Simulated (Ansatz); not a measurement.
Born–Oppenheimer molecular dynamics of BH$_{6}$N$_{3}$ (10 atoms, charge 0, multiplicity 1). It starts from a relaxed structure.

Theory: RKS BHLYP-D4/6-31G* in Ansatz.

```json
{
 "ensemble": "NVT, Langevin thermostat",
 "time step": "0.5 fs",
 "steps asked": "113",
 "set temperature": "300 K",
 "friction": "0.005 /fs",
 "seed": "717330"
}
```

First frame:

```xyz
10
Properties=species:S:1:pos:R:3
B 0.000 0.012 -0.001
N -0.013 0.142 1.419
H -0.836 -0.031 1.960
H 0.824 0.079 1.961
N 1.244 0.024 -0.706
H 1.266 0.177 -1.694
H 2.075 0.358 -0.261
N -1.224 -0.114 -0.721
H -2.093 -0.304 -0.264
H -1.243 -0.343 -1.694
```

(1) How far do the bonds stretch over the last three quarters of this one trajectory? (Pairs bonded in most of those frames.)

Results:

(1) 
```json
{"bond": "B1–N2", "mean (Å)": "1.432", "spread (Å)": "0.022", "shortest": "1.39", "longest": "1.47"}
{"bond": "B1–N5", "mean (Å)": "1.431", "spread (Å)": "0.009", "shortest": "1.41", "longest": "1.45"}
{"bond": "B1–N8", "mean (Å)": "1.428", "spread (Å)": "0.020", "shortest": "1.40", "longest": "1.46"}
{"bond": "N2–H3", "mean (Å)": "1.003", "spread (Å)": "0.024", "shortest": "0.97", "longest": "1.04"}
{"bond": "N2–H4", "mean (Å)": "1.002", "spread (Å)": "0.014", "shortest": "0.98", "longest": "1.03"}
{"bond": "N5–H6", "mean (Å)": "1.006", "spread (Å)": "0.032", "shortest": "0.96", "longest": "1.05"}
{"bond": "N5–H7", "mean (Å)": "1.003", "spread (Å)": "0.011", "shortest": "0.99", "longest": "1.03"}
{"bond": "N8–H9", "mean (Å)": "1.002", "spread (Å)": "0.025", "shortest": "0.96", "longest": "1.05"}
{"bond": "N8–H10", "mean (Å)": "1.003", "spread (Å)": "0.029", "shortest": "0.96", "longest": "1.06"}
```

Mean temperature of the second half: 203 K. The mean temperature of the second half is 32 % below the set value. A run of 0.057 ps of so small a system gives no equilibrium averages.

The run took 3.4 min on 1 thread of Intel(R) Xeon(R) Platinum 8488C (Sapphire Rapids), with other jobs on the host, peak memory 0.15 GiB.
